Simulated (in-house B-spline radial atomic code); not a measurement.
**Excitations of Sn²⁺ by several methods**

Full response, energies in eV; labels give the largest channel, * marks a mixed state, a dash one above the method's threshold, and an imaginary frequency an unstable closed-shell reference. Computed with a B-spline radial code for spherical atoms: linear response of the closed shell [Kr] 4d10 5s2 with each method's own kernel (bare exchange for TDHF, static screening on G0W0 levels for BSE, the adiabatic kernel for functionals); scalar-relativistic (spin-free one-electron X2C), finite nucleus, no spin-orbit coupling, no double excitations, S, P, D and F terms only; shells from n = 3 respond. Only terms of natural parity with L up to 3 were computed.

```csv
method,5s → 5p 3P,5s → 5p 1P,5s → 6s 3S,α (bohr³)
TDHF,5.158,8.999,15.857,17.91
BSE on G0W0@HF,6.788,9.993,17.431,15.34
LDA VWN5,7.510,10.134,17.438,14.4
PBE,7.206,9.976,16.803,14.87
PBE0,6.822,9.722,16.771,15.57
B3LYP (VWN-RPA),7.104,9.913,16.967,15
CAM-B3LYP,6.932,9.789,16.934,15.24
LC-wPBE,6.358,9.417,16.833,16.21
wB97X,7.522,9.582,17.048,15.7
HSE06,6.835,9.714,16.902,15.56
BHandHLYP,?,?,?,?
BLYP,7.340,10.095,16.914,14.51
PBEsol,7.158,9.969,16.979,14.89
BP86,7.159,9.970,17.231,14.86
LDA exchange-only,?,?,?,?
B97-1,7.480,9.811,16.823,15.33
RPBE,7.051,9.885,16.533,15.17
OLYP,6.856,9.881,16.273,15.24
```

Q: What does BHandHLYP give?

A: 5s → 5p 3P: 6.656; 5s → 5p 1P: 9.635; 5s → 6s 3S: 16.774; α: 15.8 (eV, bohr³).

Q: What does LDA exchange-only give?

A: 5s → 5p 3P: 6.840; 5s → 5p 1P: 10.018; 5s → 6s 3S: 16.396; α: 14.7 (eV, bohr³).
